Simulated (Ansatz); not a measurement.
Basis-set extrapolation for `O=C1O[Si]1(F)F` (PBE0-D4/def2-TZVP geometry, frozen core, Ansatz). Multiplicity 1, RHF reference.

```
                      def2-TZVPP   def2-QZVPP
                 HF  -675.710674  -675.738201
    MP2 correlation    -1.215114    -1.319523
CCSD(T) correlation    -1.257506      not run
```

Energies in hartree. Use E(X) = E(∞) + A·exp(−7.88·√X) for Hartree–Fock and E(X) = E(∞) + B·X^(−2.97) for correlation, with X = 3 and 4, and add CCSD(T) minus MP2 of the smaller set to the MP2 limit.

Problem. What is the CCSD(T) energy at the basis-set limit?

Solution. HF limit: -675.738201 + (-0.027527) × 0.13774 = -675.74199. MP2 limit: -1.319523 + (-0.104409) × 0.74074 = -1.39686. Higher-order term: -1.257506 − (-1.215114) = -0.04239. Total: -677.18124 hartree, 5.80 eV below CCSD(T)/def2-TZVPP.
